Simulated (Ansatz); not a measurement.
Isolated molecules relaxed with PBE0-D4/def2-TZVP in Ansatz; ΔE leaves out vibrations. CCSD(T)/CBS is the MP2 limit (def2-TZVPP, def2-QZVPP) plus CCSD(T) − MP2 in def2-TZVPP, frozen cores. Functionals use def2-TZVPP. For Se outer-core shells are correlated without core-valence functions, which leaves a few kJ/mol of doubt a bond. Scalar relativity is left out up to krypton. Each species was taken in one conformer, which may not be the lowest.

`CCCCC(C)(C)C` + `[SiH3][SeH]` → `CC[Se][SiH3]` + `CCC(C)(C)C`  (substitution at a C–C bond)

Is it downhill or uphill in electronic energy at CCSD(T)/CBS, and by how much? (An estimate is asked.)

The calculation gave: Uphill: ΔE = +0.04 eV.

What do these levels give: PBE-QIDH, r2SCAN, PBE0, LC-ωPBE, MP2/def2-TZVPP, CCSD(T)/def2-TZVPP? (An estimate is asked.)

Computed: PBE-QIDH 0.04, r2SCAN 0.02, PBE0 0.04, LC-ωPBE 0.08, MP2/def2-TZVPP 0.00, CCSD(T)/def2-TZVPP 0.05 eV.

Largest T1 diagnostic among the species: 0.009.

At CCSD(T), def2-SVP lies +0.17 eV from the extrapolated value and def2-TZVPP +0.01 eV. In def2-TZVPP, CCSD(T) changes the Hartree–Fock value by −0.04 eV (the triples alone add −0.02 eV) and MP2 by −0.09 eV.
